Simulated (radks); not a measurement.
The numbers below are computed, except where a source is named.
Species: Ta II. Configuration: [Xe] 4f14 5d3 6d1 (not the ground configuration).

Code: a radial shooting solver on a logarithmic mesh with Libxc functionals. Model: scalar-relativistic Kohn-Sham, PBE, spin-polarised, spherical densities, point nucleus; open shells are filled with parallel spins first (spin-orbit coupling, left out, can overturn this in heavy ions).

Energy parts (eV):
total: -424605.28
kinetic: 466606.38
electron-nucleus: -1047978.73
Hartree: 165335.55
exchange-correlation: -8568.48

Orbitals (lengths in bohr, moments of r in powers of bohr; <r^-3> diverges for s and p1/2):
orbital  occ.  eigenvalue (eV)  <r^-3>      <r>
1s down     1        -67382.96       -  0.01866
1s up       1        -67382.95       -  0.01866
2s up       1        -11585.87       -  0.07894
2s down     1        -11585.75       -  0.07894
2p up       3        -10153.48   18750  0.07057
2p down     3        -10153.38   18750  0.07057
3s up       1        -2662.381       -   0.2048
3s down     1        -2662.362       -   0.2048
3p up       3        -2236.421    4159   0.2049
3p down     3        -2236.397    4159   0.2049
3d up       5        -1739.754   537.4   0.1856
3d down     5        -1739.686   537.4   0.1856
4s up       1        -551.3932       -   0.4587
4s down     1        -551.3079       -   0.4587
4p up       3        -411.6856   959.7   0.4877
4p down     3        -411.6088   959.5   0.4877
4d up       5        -232.9485   105.6   0.5231
4d down     5        -232.8535   105.6   0.5230
5s up       1         -84.2972       -    1.104
5s down     1         -83.0662       -    1.097
5p up       3         -50.9381   130.4    1.297
5p down     3         -49.2251   134.3    1.286
4f up       7         -35.5435   17.21   0.6419
4f down     7         -35.2599   17.34   0.6365
5d up       3         -14.6252   6.387    1.993
5d down     0         -12.3386   6.547    1.991
6d up       1          -4.0106  0.5640    6.545

The highest occupied level is 6d up at -4.011 eV. The configuration is held as typed, so some empty levels lie below it. The density falls to 0.001 e/bohr^3 at r = 4.05 bohr. Summed over all electrons, <r^2> = 89.36 bohr^2, which gives a Langevin (diamagnetic) susceptibility term of -70.8 x 10^-6 cm^3/mol. Spin moment in Bohr magnetons: 4.
